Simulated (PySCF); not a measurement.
CH$_{6}$N (SMILES C[NH3+]), charge +1, singlet, geometry from GFN2-xTB. Base run: PBE0/cc-pVDZ run with PySCF.

The PySCF input:
```python
from pyscf import gto, scf, dft, solvent

mol = gto.Mole()
mol.atom = '''
    C     0.01083306    0.77896196    0.01718417
    N    -0.00980468   -0.70501536   -0.01555288
    H    -1.00520895    1.16711175    0.00210253
    H    -0.51586148   -1.07647662    0.79977181
    H    -0.47723789   -1.04020507   -0.86877347
    H     0.50617443    1.12581341    0.92137446
    H     0.54711375    1.16425966   -0.84721029
    H     0.94865455   -1.07916738   -0.00149988
'''
mol.basis = 'cc-pvdz'
mol.charge = 1
mol.verbose = 4
mol.build()

mf = dft.RKS(mol)
mf.xc = 'pbe0'
mf.kernel()
mf.analyze()
```

The base run was repeated with changes; each row names its change, and settings that it needs were set with it.

```
change                                                   ΔE vs base (kJ/mol)  HOMO-LUMO gap (eV)
-------------------------------------------------------  -------------------  ------------------
base                                                                    0.00               12.21
model = IEF-PCM; solvent = n-hexane                                   -144.1               12.37
model = IEF-PCM; solvent = n-hexane; vdw_scale = 1.0                  -169.7               12.32
model = IEF-PCM; solvent = tetrahydrofuran                            -268.3               12.60
model = ddCOSMO; solvent = n-hexane                                   -131.2               12.38
model = IEF-PCM; solvent = dimethylsulfoxide                          -304.3               12.68
model = IEF-PCM; solvent = n-hexane; vdw_scale = 1.1                  -155.4               12.36
model = IEF-PCM; solvent = n-hexane; lebedev_order = 11               -143.0               12.35
model = IEF-PCM; solvent = n-hexane; vdw_scale = 1.4                  -127.1               12.37
model = C-PCM; solvent = n-hexane                                     -145.0               12.42
model = IEF-PCM; solvent = 2-propanol                                 -294.5               12.66
model = IEF-PCM; solvent = methanol                                   -301.3               12.68
```

The base is the gas phase, so ΔE is the electrostatic part of solvation at a fixed geometry, without cavity and dispersion terms.
